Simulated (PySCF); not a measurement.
# Radial density of Ho²⁺ (holmium, charge +2)

TPSSh, [Xe] 4f10 6s1, one real determinant (an excited configuration). All numbers are calculated (PySCF 2.14, scalar relativity by spin-free X2C-1e, in x2c-TZVPPall (11s7p7d4f2g, 113 functions)).

```csv
r (bohr),4πr²ρ (e/bohr),4πr²(ρα − ρβ)
0.0249,79.41,0.0020
0.0419,97.48,0.0087
0.0706,118.2,0.0082
0.119,90.29,0.0863
0.200,103.3,0.8940
0.336,47.65,3.6487
0.565,52.79,5.3075
0.950,17.70,2.7667
1.60,6.842,0.4737
2.69,0.8778,0.3832
4.52,0.1765,0.1753
7.60,0.0003840,0.0004
```

Densities and radii are taken from the X2C orbitals without a picture-change correction, which distorts them close to the nucleus.

⟨L²⟩ = 34.01 against 42 for a pure I term, so this real determinant mixes terms. Spin-orbit coupling, absent here, splits the open shell strongly.
